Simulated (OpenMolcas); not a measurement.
Cr4+ among 6 point charges of -2 e arranged as a tetragonal octahedron (D4h). The axial distance is 1.1 times the equatorial one, R.

```
Program             : OpenMolcas
Method              : CASSCF
Basis               : ANO-RCC-VDZP [5s4p2d1f]
Scalar Hamiltonian  : DKH2, point nucleus
Active space        : 2 electrons in 5 orbitals (3d)
State averaging     : 2S+1 = 3 even, 10 roots; 2S+1 = 1 even, 15 roots
Spin-orbit coupling : state interaction with AMFI integrals over the reference wave functions
```

All point charges move together. At R = 1.74 Å the first state of the same spin is 1280 cm-1, and at R = 1.82 Å it is 1055 cm-1.

Task: A third run gives 857 cm-1. What distance was it run at?

Result: With a power law R^-n the two known points give n = -ln(1055 / 1280) / ln(1.82 / 1.74) = 4.30. Then R = 1.74 × (1280 / 857)^(1/4.30) = 1.910 Å. The run was at 1.91 Å, so the estimate is off by 0 Å.

Without dynamic correlation the repulsion within the d shell is too large (B by tens of per cent), so at a given field states of lower spin stand too high. This is an electrostatic model: the charges have no orbitals. No measured value stands beside these numbers.
